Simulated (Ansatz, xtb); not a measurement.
**Two isomers of C4H10SSi**

Structure a is `C=C[Si@@H](C)CS`, a singlet and structure b is `C=CC[Si@@H](C)S`, a singlet. Both are isolated molecules in the gas phase, relaxed with PBE0-D3(BJ)/def2-SVP; each stands in its lowest conformer found.

Quicker runs give these differences E(b) − E(a): GFN2-xTB −29.1 kcal/mol; HF/STO-3G −12.6 kcal/mol (at GFN2-xTB geometries); r2SCAN-D4/def2-SVP −21.5 kcal/mol (at GFN2-xTB geometries).

Task: Estimate E(b) − E(a) at the level CCSD(T)/def2-SVP + ΔMP2/def2-TZVPP.

Result: Calculated at CCSD(T)/def2-SVP + ΔMP2/def2-TZVPP: E(b) − E(a) = −20.3 kcal/mol, so structure b lies lower.

The same difference at several levels:

| level | geometry | E(b) − E(a) (kcal/mol) | departure from the last row (kcal/mol) | job, with rough time for the two |
| --- | --- | --- | --- | --- |
| GFN2-xTB | GFN2-xTB | −29.1 | −8.8 | optimisation, 0.43 s |
| HF/STO-3G | GFN2-xTB | −12.6 | +7.7 | single point, 0.48 s |
| r2SCAN-D4/def2-SVP | GFN2-xTB | −21.5 | −1.2 | single point, 3.4 s |
| PBE0-D3(BJ)/def2-SVP | PBE0-D3(BJ)/def2-SVP | −22.4 | −2.1 | optimisation, 73 s |
| HF/def2-SVP | PBE0-D3(BJ)/def2-SVP | −21.6 | −1.4 | part of the CCSD(T) run |
| MP2/def2-SVP | PBE0-D3(BJ)/def2-SVP | −22.1 | −1.8 | part of the CCSD(T) run |
| CCSD(T)/def2-SVP | PBE0-D3(BJ)/def2-SVP | −21.0 | −0.7 | single point |
| CCSD(T)/def2-SVP + ΔMP2/def2-TZVPP | PBE0-D3(BJ)/def2-SVP | −20.3 |  | single point, 51 s |

As drawn, b has 1 C–C, 1 S–Si in place of 1 C–Si, 1 C–S.

The levels shown agree on the order. The largest departure from CCSD(T)/def2-SVP + ΔMP2/def2-TZVPP is that of GFN2-xTB, 8.8 kcal/mol. The last row adds to CCSD(T) the change of the MP2 difference between the two basis sets, here +0.7 kcal/mol.

With thermal terms from frequencies at re-optimised GFN2-xTB minima (ideal gas, soft modes damped towards free rotors, one conformer each, 298.15 K, 1 atm): the zero-point term adds +0.9 kcal/mol; ΔH is −19.6 and ΔG −19.2 kcal/mol.

The correlated steps freeze 14 core orbitals. Programs: Ansatz 0.2.0, xtb 6.7.1; the last row on 2 threads of Intel(R) Xeon(R) 6975P-C (Granite Rapids) on a shared host.
